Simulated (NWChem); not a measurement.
# MgHOCl; SMILES [OH][Mg][Cl]

```xyz
4

Mg     0.1067     0.4183     0.0022
Cl    -0.2190    -1.7341    -0.0067
O      0.3198     2.1561     0.0132
H      0.6536     3.0419     0.0287
```
Atoms are numbered in this order, from 1.

Program: NWChem. Pople sets run with spherical d functions. STO-3G and 3-21G are far too small for this property and stand as cheap habits. Geometry: optimised at PBE0-D3(BJ)/def2-TZVP. Field at 589 nm.

```
level              isotropic polarisability (bohr³)  anisotropy (bohr³)  relative time
-----------------  --------------------------------  ------------------  -------------
B3LYP/STO-3G                                   12.7                28.4              1
B3LYP/6-31G*                                   32.1                17.0              8
B3LYP/def2-SVP                                 31.7                10.5              6
B3LYP/def2-SVPD                                40.9                11.8             20
B3LYP/aug-cc-pVDZ                              40.4                13.2             70
B3LYP/def2-TZVPD                               42.2                11.6             70
```

Times are rough ratios from one shared machine.
